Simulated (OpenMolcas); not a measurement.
## d6 ions of charge +3 down a group on the Y site of Cs2NaYCl6

```yaml
Program: OpenMolcas
Method: CASSCF
Spin-orbit_coupling: state interaction with AMFI integrals over the reference wave functions
```

The d shell is active. Each dopant is a cluster with its nearest anions in model potentials and point charges, with no relaxation. Distances were set from a Shannon-type radius of the metal (high-spin where two are listed) plus a fixed donor radius (Cl 1.76 Å), in hosts weighted 0.65 to 0.35 with the host's distance in the model lattice. Ligand basis ANO-RCC-VDZP, DKH2 Hamiltonian. States (labels of O, the rotations of Oh). Energies in cm-1 above the lowest state or level, χT in cm3 K/mol; under a threefold ground state the first gap can be a small split of the lowest multiplet, not the spin-orbit step; 10Dq and B are least-squares fits to the states below 45000 cm-1, weighted by degeneracy, with a free offset, and given where the rms deviation is under 5 % of |10Dq| (or 100 cm-1) and under 700 cm-1. Spin-only χT is S(S+1) / 2 for the spin of the ground state.

| Ion | Shell | R (Å) | Metal basis | Ground state | First state of that spin | 10Dq | B (rms of fit) | First gap with spin-orbit (degeneracies) | χT at 300 K | First state of another spin | Spin-only χT |
| --- | --- | --- | --- | --- | --- | --- | --- | --- | --- | --- | --- |
| Co3+ | 3d6 | 2.457 | ANO-RCC-VTZP | 5T2 | 5E 6691 |  |  | 268.0 (3, 2) | 4.233 | 3T1 16919 | 3.000 |
| Rh3+ | 4d6 | 2.493 | ANO-RCC-VTZP | 1A1 | 1T1 11153 |  |  | 2763 (1, 3) | 0.075 | 5T2 2932 | 0.000 |
| Ir3+ | 5d6 | 2.503 | ANO-RCC-VTZP | 1A1 | 1T1 14656 | 17545 | 606 (457) | 7237 (1, 2) | 0.060 | 3T1 9010 | 0.000 |

Below the highest spin of the shell: Rh3+, Ir3+. χT departs most from the spin-only value for Co3+, by +1.233 cm3 K/mol.

Without dynamic correlation the repulsion within the d shell is too large (B by tens of per cent), so at a given field states of lower spin stand too high. Ligand-to-metal charge-transfer states are missing. With no ligand orbital active B as a rule stays too high, so bands that hang on it stand too high and its fall with covalency is understated. An orbital triplet at a regular site is open to Jahn-Teller coupling, which can distort the site and quench the lowest spin-orbit gaps and is left out (holds for Co3+). CASSCF with metal d orbitals alone favours high spin, so a ground state of lower spin is not ruled out (holds for Co3+). With metal d orbitals alone and no dynamic correlation the field as a rule comes out too small, by tens of per cent, by up to half for chloride and softer ligands, and with too little covalency χT stands high (holds for Co3+). This shell can be high or low spin here, a state of another spin lies low, and with metal d orbitals alone active their balance is uncertain, so the ground spin may be wrong, although the usual error favours high spin (holds for Rh3+; Ir3+). The least metal-like active orbital is 71 % on the metal (Löwdin) and no ligand orbital is active, so the numbers are rough (holds for Rh3+). With metal d orbitals alone the field can be off either way by tens of per cent (holds for Rh3+; Ir3+). Spin-orbit coupling mixes the spin-free states strongly: the lowest level takes only 66 % from its leading state, 1A1 (holds for Ir3+). The least metal-like active orbital is 72 % on the metal (Löwdin) and no ligand orbital is active, so the numbers are rough (holds for Ir3+). No measured value stands beside these numbers; the geometry was set by hand and not optimised.
